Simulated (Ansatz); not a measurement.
Input for Ansatz (development build ahead of 0.2.0):

```yaml
crystal:
  periodic: [false, false, false]
  atoms:
    - { symbol: H, position_ang: [-0.82112, -0.78881, -0.82839] }
    - { symbol: Li, position_ang: [-0.85513, -0.92002, 0.87818] }
    - { symbol: Li, position_ang: [-0.87951, 0.98261, -0.88862] }
    - { symbol: H, position_ang: [-1.07928, 0.75898, 0.77549] }
    - { symbol: Li, position_ang: [1.08491, -0.99286, -0.85119] }
    - { symbol: H, position_ang: [1.03996, -1.04602, 0.82259] }
    - { symbol: H, position_ang: [0.76522, 0.86083, -0.78667] }
    - { symbol: Li, position_ang: [1.00092, 0.94951, 0.77881] }
basis:
  gaussian: { orbitals: def2-SVP }
hamiltonian:
  xc: hf
```

The input is written out in the form of the current development build from the run's settings.

The run gave:

```json
{
  "Converged": "yes",
  "Total energy": "-32.10375 hartree",
  "Spin squared of the determinant": "0.000"
}
```
